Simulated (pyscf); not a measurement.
Single points on ωB97X-D3(BJ)/def2-SVP structures (PySCF, gas phase).

### Question
For the elementary gas-phase step H₃Si–Cl + Cl–In=Se -> H₃Si–Se–In(Cl)–Cl (singlet surface; Cl–Si broken, Cl–In, Se–Si formed), what barrier and reaction energy does PBE/def2-TZVP give, measured from the separated reactants?

### Answer
ΔE‡ = 4.8 kcal/mol, ΔE = -26.4 kcal/mol. ωB97M-D3(BJ)/def2-TZVP gives 5.4 kcal/mol and -31.1 kcal/mol. Zero-point energy shifts the barrier by +0.4 kcal/mol. It is an addition across a multiple bond or ene-type step, with an imaginary mode of 225i cm⁻¹. On the reactant side the descent ends in an adduct with a Cl–In contact, 8.9 kcal/mol under the separated species and 7.9 kcal/mol under the saddle at ωB97X-D3(BJ)/def2-TZVP. What is counted as formed (Cl–In) is already present as a longer contact in the reactant adduct; forming that adduct is a step of its own. At ωB97X-D3(BJ) the barrier from the zero used here is -1.0 kcal/mol. This is the saddle that the search found; another between the same sides may lie lower. Elements up to Kr have no core potential and no relativistic terms here. Elements past Kr carry the def2 core potentials, without spin-orbit coupling.
